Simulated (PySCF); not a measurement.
**AsI₃, singlet: data card**

Computed with PBE0/[As def2-SVP, I def2-SVP with ECP28], scalar-relativistic core potentials, density fitting, no spin–orbit coupling, PySCF.

The structure is a saddle point with 1 imaginary mode.

```json
{"Point group": "C2v", "Bond lengths": "As–I 2.527 Å, As–I 2.708 Å (×2)", "Bond angles": "I–As–I 100.0° (×2), I–As–I 160.0°", "Highest occupied level": "-6.85 eV", "Atomisation energy without zero-point energy": "503 kJ/mol", "Lowest empty level": "-5.07 eV", "Principal quadrupole moments (Buckingham, traceless) about the centre of mass": "-10.14, 4.55, 5.59 D Å", "Rotational constants": "0.0217, 0.009337, 0.006528 cm⁻¹", "Zero-point energy (real modes)": "4.1 kJ/mol", "Principal polarisabilities": "56.2, 132.7, 241.7 bohr³", "Dipole moment": "1.15 D"}
```

Harmonic modes (masses in u: As 74.922, I 126.904):
```csv
symmetry,ω (cm⁻¹),IR (km/mol)
b1,147i,–
a1,41,0.0
b2,68,1.1
a1,134,2.5
b2,199,147
a1,250,33.5
```

In C2v the vibrations span b1 + 3a1 + 2b2. Here b1 is antisymmetric to the molecular plane and b2 lies in it.

Charges (e):
```tsv
atom	Mulliken	Löwdin	polar tensor	Mayer order to As1
As1	0.31	0.19	1.55	–
I2	0.03	0.08	-0.34	1.21
I3,4	-0.17	-0.13	-0.61	0.95
```

Mulliken populations on As1: s 7.96, p 14.55, d 10.19.

This need not be the most stable arrangement of these atoms. At this level a singlet minimum of C3v symmetry lies 139 kJ/mol below this structure.

The final relaxation and frequency run took roughly 6 core-minutes on a shared host.
